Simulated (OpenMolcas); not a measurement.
## Xe⁶⁺: effect of the active space

```json
{
  "Program": "OpenMolcas 26.06",
  "Method": "MS-CASPT2 or its RAS form, IPEA 0.25 Eh, imaginary shift 0.1 Eh",
  "Basis": "ANO-RCC-VQZP",
  "Scalar Hamiltonian": "DKH2, point nucleus",
  "Spin-orbit coupling": "state interaction with AMFI integrals over the reference wave functions, term energies averaged over their components"
}
```

A. 2 electrons in 4 orbitals (5s 5p); 2S+1 = 3 even, 3 roots; 2S+1 = 1 even, 7 roots; 2S+1 = 3 odd, 3 roots; 2S+1 = 1 odd, 3 roots; closed shells correlated: 4d; CASPT2 step roughly 4 core-seconds
B. 2 electrons in 8 orbitals (5s 5p 6s 6p); 2S+1 = 3 even, 3 roots; 2S+1 = 1 even, 7 roots; 2S+1 = 3 odd, 3 roots; 2S+1 = 1 odd, 3 roots; closed shells correlated: 4d; CASPT2 step roughly 8 core-seconds
C. 2 electrons in 9 orbitals (RAS2 5s 5p; RAS3 5d, at most 2 electrons); 2S+1 = 3 even, 3 roots; 2S+1 = 1 even, 7 roots; 2S+1 = 3 odd, 3 roots; 2S+1 = 1 odd, 3 roots; closed shells correlated: 4d; CASPT2 step roughly 10 core-seconds

Energies in cm⁻¹ above 5s² ¹S₀, the measured ground level; measured values from Saloman, J. Phys. Chem. Ref. Data 33, 765 (2004).

```
         Level       A       B       C  Measured
       5s² ¹S₀     0.0     0.0     0.0       0.0
    5s 5p ³P°₀   97720   97440   98150     96141
    5s 5p ³P°₁  101530  101250  101970    100451
    5s 5p ³P°₂  112800  112530  113190    113676
    5s 5p ¹P°₁  141270  140830  142060    143259
       5p² ³P₀  225950  225760  226490    223673
       5p² ³P₁  235200  234860  235560    234685
5p² ¹D₂ [57 %]  236990  236060  237760    236100
5p² ³P₂ [57 %]  251050  250310  250500    251853
```

Deviations, from unrounded energies. A percentage is the sum of absolute deviations over the sum of measured energies, with the sign that they share, or ± where signs differ.

```json
{"Against measurement": "mean absolute deviation (cm-1)", "Levels": "8", "A": "1300", "B": "1200", "C": "1500"}
{"Against measurement": "other configurations (%)", "Levels": "8", "A": "±0.7", "B": "±0.7", "C": "±0.9"}
```

A, B lie about equally close to measurement and C furthest from it. The largest miss of B in the table is 5s 5p ¹P°₁, by -2400 cm-1. The ranking rests on the paired levels alone, and a cruder setting can come out closer through cancelling errors.

Among A to C the level of the table that moves most is 5p² ¹D₂ [57 %], by 1700 cm-1 (lowest in B, highest in C). Moves below CASPT2's spread within the term are not significant.

CASPT2 breaks the degeneracy within a term, and the mean is taken; among the terms shown or strongly mixed into the levels shown the widest spread is 35 cm-1 (5p² ¹D, B). Over all roots computed the reference weight is 0.90 to 0.95 in A, 0.89 to 0.95 in B; the roots of lowest weight are the least certain, and an intruder state may touch them. The ¹D term of p² mixes with s d, which this space lacks (holds for A; B). Active for correlation alone: 6p 6s; no level in the range computed is led by a configuration that fills them, so any true level of that kind is missing (holds for B). Active for correlation alone: 5d; no level in the range computed is led by a configuration that fills it, so any true level of that kind is missing (holds for C). Some terms mix strongly with configurations of 5d, whose occupation reaches 0.19 (5p² ¹D) (holds for C). Measured partners are found by configuration, term and J. A level has none where our copy of the source lacks it or the pairing is in doubt (some pairs that miss far off the trend of their configuration count as doubtful), and it then counts in no deviation. Only configurations of the active space appear. Levels that lie high or do not pair safely by name in every column are left out.

A share in square brackets marks a mixed level and gives the weight of the term that names it, the lowest over the columns. ° marks odd parity.
